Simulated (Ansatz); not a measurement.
Consider the atomization: `FCC(F)(C(F)(F)F)C(F)(F)F` → 4 C• + 8 F• + 2 H•.

Gas-phase electronic energies from Ansatz, PBE0-D4/def2-TZVP geometries. CBS: MP2 limit from def2 TZ/QZ plus the TZ coupled-cluster correction, frozen cores. This one scheme is used for every species, atoms too. For atomizations the MP2-based limit and the directly extrapolated one differ by several kJ/mol either way, and by 10 to 25 for some Ge, Se and Sn compounds, so smaller differences from it don't rank the levels. Functionals use def2-TZVPP. B3LYP here is the variant with VWN-RPA as its local correlation; programs differ in this. HSE06 is defined as in plane-wave codes. No spin–orbit coupling; open shells (•) take unrestricted orbitals. Spin–orbit coupling would lower the free atoms: a little for C, F. One conformer a species, not always the lowest.

`FCC(F)(C(F)(F)F)C(F)(F)F`:

Z-matrix (Å, degrees):
```
C
C 1 1.522
F 1 1.366 2 110.6
H 1 1.093 2 110.0 3 120.6
H 1 1.091 2 108.2 3 -119.2
C 2 1.550 1 112.0 3 -49.5
C 2 1.547 1 109.0 3 -173.6
F 2 1.364 1 110.0 3 69.6
F 6 1.331 2 111.6 1 -165.0
F 6 1.333 2 110.2 1 -44.9
F 6 1.323 2 110.2 1 75.2
F 7 1.336 2 109.6 1 -46.2
F 7 1.321 2 111.9 1 -165.7
F 7 1.332 2 110.7 1 72.6
```

```
             level  ΔE (kcal/mol)  difference from CCSD(T)/CBS
       LDA (SPW92)         1714.4                        322.2
            PBE-D4         1465.7                         73.5
         revPBE-D4         1404.1                         11.9
         r2SCAN-D4         1408.6                         16.4
           PBE0-D4         1406.6                         14.4
          B3LYP-D4         1380.6                        -11.6
        r2SCANh-D4         1388.6                         -3.6
        r2SCAN0-D4         1359.9                        -32.3
          HSE06-D4         1408.3                         16.1
          BHLYP-D4         1304.4                        -87.8
      CAM-B3LYP-D4         1404.6                         12.4
           ωB97X-V         1402.9                         10.7
           ωB97M-V         1402.6                         10.4
            B2PLYP         1373.6                        -18.6
          PBE-QIDH         1387.9                         -4.3
               PBE         1457.2                         65.0
            revPBE         1375.6                        -16.6
              BLYP         1380.2                        -12.0
            r2SCAN         1406.3                         14.1
              PBE0         1399.5                          7.3
             B3LYP         1367.2                        -25.0
           r2SCANh         1386.2                         -6.0
           r2SCAN0         1357.4                        -34.8
             HSE06         1401.7                          9.5
             BHLYP         1295.2                        -97.0
         CAM-B3LYP         1397.5                          5.3
           LC-ωPBE         1411.5                         19.3
       HF/def2-SVP          965.8                       -426.4
      MP2/def2-SVP         1392.5                          0.3
     CCSD/def2-SVP         1312.4                        -79.8
  CCSD(T)/def2-SVP         1332.6                        -59.6
     HF/def2-TZVPP          940.6                       -451.6
    MP2/def2-TZVPP         1421.5                         29.3
SCS-MP2/def2-TZVPP         1377.5                        -14.7
CCSD(T)/def2-TZVPP         1353.1                        -39.1
     HF/def2-QZVPP          942.1                       -450.1
    MP2/def2-QZVPP         1444.5                         52.3
SCS-MP2/def2-QZVPP         1401.9                          9.7
     MP2/CBS(def2)         1460.6                         68.4
    CCSD/CBS(def2)         1359.7                        -32.5
       CCSD(T)/CBS         1392.2                            0
```

Largest T1 diagnostic among the species: 0.012.

In def2-TZVPP, CCSD(T) changes the Hartree–Fock value by +412.5 kcal/mol (the triples alone add +32.6 kcal/mol) and MP2 by +480.9 kcal/mol; breaking electron pairs costs correlation energy, which Hartree–Fock lacks. At CCSD(T), def2-SVP lies −59.6 kcal/mol from the extrapolated value and def2-TZVPP −39.2 kcal/mol: correlation converges slowly with the basis, and small sets miss more of it in the bonded molecule than in its fragments.
